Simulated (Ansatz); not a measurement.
```yaml
crystal:
  periodic: [false, false, false]
  atoms:
    - {symbol: Ni, position_ang: [0.566955, 0.569055, 0.001822]}
    - {symbol: Br, position_ang: [2.877501, 0.503130, 0.033715]}
    - {symbol: Br, position_ang: [0.493073, 2.879462, -0.022306]}
    - {symbol: N, position_ang: [-1.385872, 0.619495, -0.012909]}
    - {symbol: H, position_ang: [-1.839318, 0.281794, 0.850214]}
    - {symbol: H, position_ang: [-1.853219, 0.152928, -0.805488]}
    - {symbol: H, position_ang: [-1.577051, 1.639752, -0.083003]}
    - {symbol: N, position_ang: [0.624414, -1.383601, 0.010559]}
    - {symbol: H, position_ang: [1.643370, -1.571673, 0.103479]}
    - {symbol: H, position_ang: [0.310928, -1.832755, -0.863894]}
    - {symbol: H, position_ang: [0.139219, -1.857586, 0.787812]}
basis:
  gaussian: {orbitals: def2-SVP}
hamiltonian: {xc: {name: HSE06}, dispersion: d3bjatm}
```

```sh
$ ansatz run in.yaml --threads 4 --pin off --events-out ev --progress --plain --max-ram 8704MiB
```

Shortened log:

```
Functional definition: HSE06
1542 factors; integrals over basis functions are off by at most 1.1e-3 eV
104 factors; integrals over basis functions are off by at most 3.0e-7 eV
mean field evaluation 1: about -184152.1302 eV, gradient 9.1e1 eV
mean field evaluation 2: about -183412.1053 eV, gradient 3.6e2 eV
mean field evaluation 4: about -184142.0237 eV, gradient 1.2e2 eV
mean field evaluation 8: about -184167.0656 eV, gradient 1.0e0 eV
mean field -184167.07008289 eV, -6768.0149926224 hartree, gradient 6.9e-5 eV, S^2 0.000000; 0 other end points of the search recorded, 0 dependent functions left out
reference -184167.07013733 eV, -6768.0149946231 hartree; 59, 59 occupied and 94, 94 virtual orbitals, 1542 factors
Total energy: -184167.32069213 eV, -6768.0242023423 hartree
```

It took 3.6 s on 4 threads of Arm Neoverse V2 on a shared host, peak host memory 0.56 GiB.

HSE06 is defined as in plane-wave codes, on full-range PBE exchange.
